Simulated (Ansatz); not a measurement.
Isolated molecules relaxed with PBE0-D4/def2-TZVP in Ansatz; ΔE leaves out vibrations. CCSD(T)/CBS is the MP2 limit (def2-TZVPP, def2-QZVPP) plus CCSD(T) − MP2 in def2-TZVPP, frozen cores. This one scheme is used for every species. DFT in def2-TZVPP. One conformer a species, not always the lowest.

Consider the formal exchange of groups at a C–O bond: `OCCCCCCO` + CH₄ → `CCCCCCCO` + H₂O.

`OCCCCCCO`:

Cartesian coordinates in Å:
```
O 1.355 -2.975 -2.268
C 1.603 -1.619 -1.963
C 0.508 -0.983 -1.130
C 0.772 0.489 -0.854
C -0.349 1.197 -0.105
C -0.585 0.677 1.305
C -1.640 1.475 2.045
O -1.842 1.036 3.372
H 1.291 -3.462 -1.443
H 1.682 -1.110 -2.927
H 2.573 -1.501 -1.457
H -0.446 -1.103 -1.654
H 0.419 -1.533 -0.185
H 0.936 1.002 -1.809
H 1.706 0.594 -0.289
H -1.277 1.116 -0.684
H -0.116 2.266 -0.051
H 0.348 0.710 1.879
H -0.897 -0.374 1.271
H -1.330 2.520 2.124
H -2.583 1.462 1.478
H -2.130 0.120 3.345
```

CH₄:

Cartesian coordinates in Å:
```
C 0.000 0.000 0.000
H 0.984 0.150 -0.442
H 0.093 -0.622 0.890
H -0.651 -0.493 -0.721
H -0.426 0.965 0.274
```

`CCCCCCCO`:

Cartesian coordinates in Å:
```
C 0.685 -3.319 0.553
C 0.093 -2.069 1.180
C 0.527 -0.790 0.483
C -0.072 0.461 1.105
C 0.427 1.768 0.498
C 0.177 1.937 -0.997
C -1.288 1.902 -1.383
O -1.503 2.209 -2.746
H 1.778 -3.294 0.583
H 0.388 -3.413 -0.495
H 0.360 -4.224 1.072
H 0.377 -2.017 2.238
H -1.002 -2.133 1.166
H 0.250 -0.854 -0.576
H 1.622 -0.718 0.504
H 0.159 0.468 2.176
H -1.165 0.408 1.040
H -0.038 2.606 1.030
H 1.504 1.854 0.682
H 0.715 1.162 -1.557
H 0.590 2.896 -1.327
H -1.731 0.927 -1.134
H -1.841 2.658 -0.819
H -1.012 1.576 -3.276
```

H₂O:

Cartesian coordinates in Å:
```
O -0.217 0.273 0.173
H 0.733 0.156 0.235
H -0.516 -0.429 -0.409
```

```tsv
species	BHLYP energy (Eh)
`OCCCCCCO`	-387.43191
CH₄	-40.50253
`CCCCCCCO`	-351.52053
H₂O	-76.42312
```

Task: Work out ΔE.

Result: ΔE = (-351.52053) + (-76.42312) − (-387.43191) − (-40.50253) = -0.00921 Eh = -5.8 kcal/mol. CCSD(T)/CBS gives -9.4 kcal/mol.

Largest T1 diagnostic among the species: 0.009.

In def2-TZVPP, CCSD(T) changes the Hartree–Fock value by −3.5 kcal/mol (the triples alone add −0.2 kcal/mol) and MP2 by −4.9 kcal/mol. Leaving LDA and LC-ωPBE aside and taking each functional with its dispersion term where it has one, the values, not all of them listed here, spread over 2.2 kcal/mol, from PBE-QIDH to BLYP-D4. LDA lies −1.3 kcal/mol from PBE without D4.
